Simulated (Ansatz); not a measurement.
Exact exchange and the HOMO–LUMO gap of GeSiNH7

GeSiNH7 has 10 atoms, charge 0, and is taken as a singlet. As SMILES, `[SiH3][NH][GeH3]`. Geometry: relaxed at PBE0-D4/def2-TZVP.

The HOMO–LUMO gap y, in eV, basis def2-SVP; a is the functional's share of exact exchange. Programs: Ansatz 0.2.0.

| functional | program | a | y (eV) |
| --- | --- | --- | --- |
| BLYP | Ansatz | 0 | 5.31 |
| PBE | Ansatz | 0 | 5.32 |
| B3LYP | Ansatz | 0.2 | 7.10 |
| PBE0 | Ansatz | 0.25 | ? |
| BHLYP | Ansatz | 0.5 | 9.74 |

Fit y = c + s·a to the known rows and predict PBE0.


1. Means of the 4 rows: a = 0.1750, y = 6.867.
2. Σ(Δa)² = 0.1675, Σ(Δa·Δy) = 1.4828, so the slope is 1.4828/0.1675 = 8.8525.
3. Intercept: 6.867 − (8.8525) × 0.1750 = 5.318. The largest residual of the fit is 0.011.
4. PBE0: 5.318 + (8.8525) × 0.25 = 7.53 eV.

The run gave 7.57 eV, so the prediction is off by -0.04 eV, more than the largest residual. Exact exchange lowers occupied levels and raises empty ones.
